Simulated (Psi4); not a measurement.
C$_{3}$H$_{5}$ (SMILES C=[C]C), doublet, geometry from GFN2-xTB; BHHLYP/6-31G* (Psi4).

Input for Psi4:
```
memory 2 GB

molecule mol {
0 2
  C     1.313529    0.256226   -0.021927
  C     0.025909    0.374083   -0.010223
  H     1.837879   -0.703925   -0.002493
  H     1.970538    1.113360   -0.052235
  C    -1.206401   -0.398851    0.024477
  H    -1.008352   -1.478408    0.050837
  H    -1.788968   -0.136455    0.908191
  H    -1.809314   -0.183320   -0.858262
}

set basis 6-31g*
set reference uks
set scf_type pk
set puream true
set d_convergence 1e-8
set dft_radial_points 99
set dft_spherical_points 590

energy('bhhlyp')
print_variables()
```

The log (banner, timings and long lists left out):

```
   => Loading Basis Set <=

    Name: 6-31G*
    Role: ORBITAL
    Keyword: BASIS

         ---------------------------------------------------------
                                   SCF
               by Justin Turney, Rob Parrish, Andy Simmonett
                          and Daniel G. A. Smith
                              UKS Reference
         ---------------------------------------------------------

  ==> Geometry <==

    Molecular point group: c1
    Full point group: C1

    Geometry (in Angstrom), charge = 0, multiplicity = 2:

       Center              X                  Y                   Z               Mass
    ------------   -----------------  -----------------  -----------------  -----------------
         C            1.294230807772     0.222651185802    -0.020813970641    12.000000000000
         C            0.006610807772     0.340508185802    -0.009109970641    12.000000000000
         H            1.818580807772    -0.737499814198    -0.001379970641     1.007825032230
         H            1.951239807772     1.079785185802    -0.051121970641     1.007825032230
         C           -1.225699192228    -0.432425814198     0.025590029359    12.000000000000
         H           -1.027650192228    -1.511982814198     0.051950029359     1.007825032230
         H           -1.808266192228    -0.170029814198     0.909304029359     1.007825032230
         H           -1.828612192228    -0.216894814198    -0.857148970641     1.007825032230

  Running in c1 symmetry.

  Rotational constants: A =      2.61073  B =      0.29029  C =      0.27463 [cm^-1]
  Rotational constants: A =  78267.86223  B =   8702.52702  C =   8233.30014 [MHz]
  Nuclear repulsion =   64.272869416033842

  Charge       = 0
  Multiplicity = 2
  Electrons    = 23
  Nalpha       = 12
  Nbeta        = 11

  ==> Algorithm <==

  SCF Algorithm Type is PK.
  DIIS enabled.
  MOM disabled.
  Fractional occupation disabled.
  Guess Type is SAD.
  Energy threshold   = 1.00e-06
  Density threshold  = 1.00e-08
  Integral threshold = 1.00e-12

  ==> Primary Basis <==

  Basis Set: 6-31G*
    Blend: 6-31G*
    Number of shells: 28
    Number of basis functions: 52
    Number of Cartesian functions: 55
    Spherical Harmonics?: true
    Max angular momentum: 2

  ==> DFT Potential <==

   => LibXC <=

    Version 7.1.2
    S. Lehtola, C. Steigemann, M. J. T. Oliveira, and M. A. L. Marques,  SoftwareX 7, 1–5 (2018) (10.1016/j.softx.2017.11.002)

   => Composite Functional: BHANDHLYP <=

    BHandHLYP Hyb-GGA Exchange-Correlation Functional

    A. D. Becke,  J. Chem. Phys. 98, 1372 (1993) (10.1063/1.464304)
    Defined through Gaussian implementation.

    Deriv               =              1
    GGA                 =           TRUE
    Meta                =          FALSE

    Exchange Hybrid     =           TRUE
    MP2 Hybrid          =          FALSE

   => Exchange Functionals <=

    0.5000         Becke 88

   => Exact (HF) Exchange <=

    0.5000               HF

   => Correlation Functionals <=

    1.0000   Lee, Yang & Parr

   => LibXC Density Thresholds  <==

    XC_HYB_GGA_XC_BHANDHLYP:  1.00E-15

   => Molecular Quadrature <=

    Radial Scheme          =       TREUTLER
    Pruning Scheme         =           NONE
    Nuclear Scheme         =       TREUTLER

    Blocking Scheme        =         OCTREE
    BS radius alpha        =              1
    Pruning alpha          =              1
    Radial Points          =             99
    Spherical Points       =            590
    Total Points           =         441263
    Total Blocks           =           3221
    Max Points             =            256
    Max Functions          =             52
    Weights Tolerance      =       1.00E-15

  ==> Integral Setup <==

  Using in-core PK algorithm.
   Calculation information:
      Number of atoms:                   8
      Number of AO shells:              28
      Number of primitives:             65
      Number of atomic orbitals:        55
      Number of basis functions:        52

      Integral cutoff                 1.00e-12
      Number of threads:                 1

  Performing in-core PK
  Using 1900262 doubles for integral storage.
  We computed 81584 shell quartets total.
  Whereas there are 82621 unique shell quartets.

  ==> DiskJK: Disk-Based J/K Matrices <==

    J tasked:                  Yes
    K tasked:                  Yes
    wK tasked:                  No
    Schwarz Cutoff:          1E-12

  Minimum eigenvalue in the overlap matrix is 4.0407612240E-03.
  Reciprocal condition number of the overlap matrix is 8.6522561278E-04.
    Using symmetric orthogonalization.

  ==> Pre-Iterations <==

  SCF Guess: Superposition of Atomic Densities via on-the-fly atomic UHF (no occupation information).

   -------------------------
    Irrep   Nso     Nmo
   -------------------------
     A         52      52
   -------------------------
    Total      52      52
   -------------------------

  ==> Iterations <==

                        Total Energy        Delta E     RMS |[F,P]|

   @UKS iter SAD:  -116.48208507204933   -1.16482e+02   0.00000e+00
   @UKS iter   1:  -116.99953851947009   -5.17453e-01   9.46897e-03 ADIIS/DIIS
   @UKS iter   2:  -117.07968263804551   -8.01441e-02   6.65705e-03 ADIIS/DIIS
   @UKS iter   3:  -117.14529182685384   -6.56092e-02   3.49733e-04 ADIIS/DIIS
   @UKS iter   4:  -117.14585929372443   -5.67467e-04   1.24920e-04 ADIIS/DIIS
   @UKS iter   5:  -117.14596101107713   -1.01717e-04   8.45615e-05 DIIS
   @UKS iter   6:  -117.14601650742189   -5.54963e-05   5.75542e-05 DIIS
   @UKS iter   7:  -117.14605837074890   -4.18633e-05   3.67178e-05 DIIS
   @UKS iter   8:  -117.14607876752240   -2.03968e-05   1.80742e-05 DIIS
   @UKS iter   9:  -117.14608153060725   -2.76308e-06   4.87632e-06 DIIS
   @UKS iter  10:  -117.14608169358951   -1.62982e-07   1.07169e-06 DIIS
   @UKS iter  11:  -117.14608169806374   -4.47423e-09   3.12342e-07 DIIS
   @UKS iter  12:  -117.14608169847459   -4.10850e-10   8.11612e-08 DIIS
   @UKS iter  13:  -117.14608169850570   -3.11076e-11   2.13426e-08 DIIS
   @UKS iter  14:  -117.14608169850732   -1.62004e-12   7.62049e-09 DIIS
  Energy and wave function converged.

  ==> Post-Iterations <==

   Electrons on quadrature grid:
      Nalpha   =   12.0000002365 ; deviation = 2.365e-07
      Nbeta    =   11.0000002552 ; deviation = 2.552e-07
      Ntotal   =   23.0000004917 ; deviation = 4.917e-07

   @Spin Contamination Metric:   1.709952256E-02
   @S^2 Expected:                7.500000000E-01
   @S^2 Observed:                7.670995226E-01
   @S   Expected:                5.000000000E-01
   @S   Observed:                5.000000000E-01

    Orbital Energies [Eh]
    ---------------------

    Alpha Occupied:

[...]
    Alpha Virtual:

[...]
      52A      3.149904

    Beta Occupied:

[...]
    Beta Virtual:

[...]
    Final Occupation by Irrep:
              A
    DOCC [    11 ]
    SOCC [     1 ]
    NA   [    12 ]
    NB   [    11 ]

  @UKS Final Energy:  -117.14608169850732

   => Energetics <=

    Nuclear Repulsion Energy =             64.2728694160338421
    One-Electron Energy =                -283.2047255310352512
    Two-Electron Energy =                 111.1727551635066504
    DFT Exchange-Correlation Energy =      -9.3869807470125526
    Empirical Dispersion Energy =           0.0000000000000000
    VV10 Nonlocal Energy =                  0.0000000000000000
    Total Energy =                       -117.1460816985073166

  UHF NO Occupations:
  HONO-2 :   10  A 1.9988092
  HONO-1 :   11  A 1.9934805
  HONO-0 :   12  A 1.0000000
  LUNO+0 :   13  A 0.0065195
  LUNO+1 :   14  A 0.0011908
  LUNO+2 :   15  A 0.0003960
  LUNO+3 :   16  A 0.0002268

Computation Completed

Properties will be evaluated at   0.000000,   0.000000,   0.000000 [a0]

Properties computed using the SCF density matrix

 Multipole Moments:

 ------------------------------------------------------------------------------------
     Multipole            Electronic (a.u.)      Nuclear  (a.u.)        Total (a.u.)
 ------------------------------------------------------------------------------------

 L = 1.  Multiply by 2.5417464519 to convert [e a0] to [Debye]
 Dipole X            :          0.6455898           -0.8387614           -0.1931716
 Dipole Y            :          1.2089034           -1.4592857           -0.2503823
 Dipole Z            :         -0.0395088            0.0483764            0.0088676
 Magnitude           :                                                    0.3163625

 ------------------------------------------------------------------------------------

  Variable Map:
  ----------------------------------------------------------------------------
[...]
  Array Variable Map:
  ----------------------------------------------------------------------------
[...]
[...]
```
